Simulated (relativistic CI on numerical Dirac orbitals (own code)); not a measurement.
Level scheme of Bi IV

These numbers are calculated, not measured: Dirac-Coulomb-Breit CI, separate exchange-only KLI orbitals for each configuration, a model potential for QED, valence Slater integrals scaled by 0.85, configuration energies shifted to the measured levels that pair with them (semi-empirical) (own radial code, finite nucleus).

Configuration list (outside the closed core [Xe] 4f14): 5d¹⁰6s², 5d¹⁰6s6p, 5d¹⁰6p², 5d¹⁰6s6d, 5d¹⁰6s7s, 5d¹⁰6s7p, 5d¹⁰6s5f, 5d¹⁰6s8s, 5d¹⁰6s7d, 5d¹⁰6s6f, 5d¹⁰6d², 5d¹⁰5f², 5d⁸6s²6p², 5d¹⁰6p6d, 5d⁹6s²5f, 5d⁹6s²6p, 5d⁹6s6p², 5d¹⁰5f6p, 5d¹⁰6f², 5d⁹6s²5g, 5d¹⁰6s8p, 5d¹⁰5g², 5d¹⁰6s5g, 5d¹⁰6p6f, 5d¹⁰6s8d, 5d¹⁰5g6p, 5d¹⁰6s7f, 5d¹⁰6p7s, 5d¹⁰5f6d, 5d⁹6s6p6d. Levels of other configurations are missing.

```csv
No.,Configuration,Term,J,E (eV),%,Next component (%),jj configuration (%)
1,5d¹⁰6s²,¹S,0,0.0000,98,2 5d¹⁰6p² ¹S,closed (98)
2,5d¹⁰6s6p,³P°,0,8.7804,100,,6s 6p1/2 (100)
3,5d¹⁰6s6p,³P°,1,9.4321,92,7 ¹P°,6s 6p1/2 (88)
4,5d¹⁰6s6p,³P°,2,11.8297,99,,6s 6p3/2 (99)
5,5d¹⁰6s6p,¹P°,1,14.4237,90,7 ³P°,6s 6p3/2 (87)
6,5d¹⁰6p²,³P,0,20.7735,83,15 ¹S,6p1/2^2 (94)
7,5d¹⁰6p²,¹D,2,22.5821,53,25 5d¹⁰6s6d ¹D,6p1/2 6p3/2 (74)
8,5d¹⁰6p²,³P,1,22.8152,98,1 5d⁹6s6p² ³P,6p1/2 6p3/2 (98)
9,5d¹⁰6s7s,³S,1,24.4260,98,1 5d¹⁰6s6d ³D,6s 7s (98)
10,5d¹⁰6s6d,³D,1,24.4787,98,1 5d¹⁰6s7s ³S,6s 6d3/2 (98)
11,5d¹⁰6s6d,³D,2,24.5277,86,7 5d¹⁰6p² ³P,6s 6d3/2 (77)
12,5d¹⁰6s6d,³D,3,24.7561,99,1 5d¹⁰5f6p ³D,6s 6d5/2 (99)
13,5d¹⁰6p²,³P,2,24.9493,53,32 5d¹⁰6s6d ¹D,6s 6d5/2 (45)
14,5d¹⁰6s7s,¹S,0,25.0471,98,1 5d¹⁰6p² ¹S,6s 7s (98)
15,5d⁹6s²6p‡,³P°,2,25.9116,65,24 ³D°,5d5/2^5 6p1/2 (95)
16,5d⁹6s²6p‡,³F°,3,26.1358,49,32 ¹F°,5d5/2^5 6p1/2 (97)
17,5d¹⁰6p²,¹D,2,26.9462,43,34 5d¹⁰6s6d ¹D,6p3/2^2 (53)
18,5d¹⁰6s7p,³P°,0,27.7204,99,,6s 7p1/2 (99)
19,5d¹⁰6s7p,³P°,1,27.7937,77,20 ¹P°,6s 7p1/2 (96)
20,5d¹⁰6p²,¹S,0,27.9928,80,15 ³P,6p3/2^2 (92)
21,5d¹⁰6s5f‡,³F°,2,28.3882,46,41 5d⁹6s²6p ³F°,6s 5f5/2 (46)
22,5d¹⁰6s5f‡,³F°,4,28.4916,62,36 5d⁹6s²6p ³F°,6s 5f7/2 (62)
23,5d¹⁰6s7p,³P°,2,28.6361,94,3 5d¹⁰6s5f ³F°,6s 7p3/2 (94)
24,5d¹⁰6s7p,¹P°,1,28.7536,69,19 ³P°,6s 7p3/2 (86)
25,5d¹⁰6s5f‡,³F°,3,28.8489,94,1 ¹F°,6s 5f7/2 (53)
26,5d⁹6s²6p‡,³P°,1,29.1249,61,33 ³D°,5d3/2^3 5d5/2^6 6p1/2 (49)
27,5d¹⁰6s5f‡,¹F°,3,29.1587,95,3 5d¹⁰6p6d ¹F°,6s 5f5/2 (53)
28,5d¹⁰6s5f‡,³F°,2,29.2492,47,37 5d⁹6s²6p ³F°,6s 5f5/2 (47)
29,5d⁹6s²6p‡,³F°,4,29.4230,62,37 5d¹⁰6s5f ³F°,5d5/2^5 6p3/2 (62)
30,5d⁹6s²6p‡,¹D°,2,29.6036,66,18 ³P°,5d5/2^5 6p3/2 (77)
31,5d⁹6s²6p‡,³D°,3,29.8423,73,25 ¹F°,5d5/2^5 6p3/2 (99)
32,5d⁹6s²6p‡,¹P°,1,30.3382,77,10 ³D°,5d3/2^3 5d5/2^6 6p1/2 (47)
33,5d⁹6s²6p‡,³P°,0,31.6316,99,1 5d⁹6s6p6d ³P°,5d3/2^3 5d5/2^6 6p3/2 (99)
34,5d⁹6s²6p‡,³F°,3,32.2900,48,40 ¹F°,5d3/2^3 5d5/2^6 6p3/2 (97)
35,5d⁹6s²6p‡,³D°,1,32.3829,55,32 ³P°,5d3/2^3 5d5/2^6 6p3/2 (94)
36,5d⁹6s²6p‡,³D°,2,32.6934,56,24 ¹D°,5d3/2^3 5d5/2^6 6p3/2 (97)
37,5d¹⁰6s8s,³S,1,33.0205,100,,6s 8s (100)
38,5d¹⁰6s7d,³D,1,33.1767,99,1 5d⁹6s6p² ³D,6s 7d3/2 (99)
39,5d¹⁰6s7d,³D,2,33.2084,93,6 ¹D,6s 7d3/2 (82)
40,5d¹⁰6s8s,¹S,0,33.2943,99,,6s 8s (99)
41,5d¹⁰6s7d,³D,3,33.2982,99,,6s 7d5/2 (99)
42,5d¹⁰6s7d,¹D,2,33.4942,91,6 ³D,6s 7d5/2 (81)
43,5d¹⁰6p6d‡,³F°,2,34.3954,64,18 ¹D°,6p1/2 6d3/2 (85)
44,5d¹⁰6s8p‡,³P°,0,34.4270,95,5 5d¹⁰6p7s ³P°,6s 8p1/2 (95)
45,5d¹⁰6s8p‡,³P°,1,34.4802,75,22 ¹P°,6s 8p1/2 (96)
46,5d¹⁰6s6f‡,³F°,3,34.6850,84,9 ¹F°,6s 6f7/2 (68)
47,5d¹⁰6s6f‡,³F°,4,34.6926,99,,6s 6f7/2 (99)
48,5d¹⁰6s6f‡,³F°,2,34.7651,85,7 5d¹⁰6p6d ³F°,6s 6f5/2 (85)
49,5d¹⁰6s8p‡,¹P°,1,34.7873,59,17 ³P°,6s 8p3/2 (74)
50,5d¹⁰6s6f‡,¹F°,3,34.8097,75,14 ³F°,6s 6f5/2 (72)
51,5d¹⁰6s8p‡,³P°,2,34.8516,89,4 5d¹⁰6p6d ³P°,6s 8p3/2 (89)
52,5d⁹6s<3D>6p²(3P)‡,⁵D,3,34.9678,42,19 ⁵P,5d5/2^5 6s 6p1/2^2 (75)
53,5d¹⁰6p6d‡,³P°,2,35.3248,35,30 ³D°,6p1/2 6d5/2 (89)
54,5d¹⁰6p7s‡,³P°,0,35.3749,94,5 5d¹⁰6s8p ³P°,6p1/2 7s (94)
55,5d¹⁰6p6d‡,³F°,3,35.4249,61,15 ³D°,6p1/2 6d5/2 (71)
56,5d⁹6s<3D>6p²(3P)‡,⁵D,2,35.4887,27,23 ³F,5d5/2^5 6s 6p1/2^2 (70)
57,5d¹⁰6p6d‡,³D°,1,35.5173,60,18 ¹P°,6p1/2 6d3/2 (92)
58,5d¹⁰6p7s‡,³P°,1,35.6325,58,17 ¹P°,6p1/2 7s (74)
59,5d¹⁰6s5g‡,¹G,4,36.0197,50,48 ³G,6s 5g9/2 (98)
60,5d¹⁰6s5g‡,³G,3,36.0234,98,2 5d¹⁰5f6p ³G,6s 5g7/2 (98)
61,5d¹⁰6s5g‡,³G,5,36.0577,99,1 5d¹⁰5f6p ³G,6s 5g9/2 (99)
62,5d¹⁰6s5g‡,³G,4,36.0578,50,49 ¹G,6s 5g7/2 (99)
63,5d⁹6s<3D>6p²(3P)‡,⁵D,4,36.5351,68,27 ⁵F,5d5/2^5 6s 6p1/2 6p3/2 (92)
64,5d¹⁰6s8d‡,³D,1,37.0379,97,2 5d⁹6s6p² ³D,6s 8d3/2 (97)
65,5d¹⁰6s8d‡,³D,2,37.0555,85,13 ¹D,6s 8d3/2 (89)
66,5d¹⁰6s8d‡,³D,3,37.1189,99,,6s 8d5/2 (99)
67,5d¹⁰6s8d‡,¹D,2,37.1859,84,13 ³D,6s 8d5/2 (89)
68,5d⁹6s<3D>6p²(3P)‡,⁵D,1,37.2781,46,23 ⁵F,5d5/2^5 6s 6p1/2 6p3/2 (65)
69,5d⁹6s<1D>6p²(3P)‡,³F,2,37.3841,45,28 ⁵D,5d5/2^5 6s 6p1/2 6p3/2 (83)
70,5d⁹6s<3D>6p²(3P)‡,⁵P,3,37.5058,36,30 ³F,5d5/2^5 6s 6p1/2 6p3/2 (94)
```

Energies count from the lowest computed level; ° marks odd parity. Percentages are summed over parent terms; the parents shown are those of the largest component, closed shells are left out there, and <> holds an intermediate term. Filled j subshells are mostly left out of the jj labels. ‡ marks configurations that were not tied to measured data.

The mean weight of the leading LS term, summed over parents, in these 70 levels is 76 %, and that of the leading jj configuration (from the same eigenvectors) 85 %.

Configurations whose levels could be paired with our table of measured levels were shifted onto them, all but the ground configuration, by the median error of their levels; single terms can still be off by 1,000 to 2,000 cm⁻¹ or more, and rates follow the energies as ν³ (E1, M1) or ν⁵ (E2). The others borrow a shift and can be off by several thousand cm⁻¹ or more. The fine structure of a lone outer electron comes out too small, for d and f at times inverted, and misplaced configurations move strength between like terms. 18 of the 21 excited levels that our extract of the measured tables holds in this range could be paired (the sources list more); they are missed by 418 cm⁻¹ on average and 1733 at most, after the shifts were fitted to these levels, and levels without a partner can miss by more.

LS names give the leading component of a level, which can be under half, so a name can repeat, a term be missing and a line seem to break the LS rules.
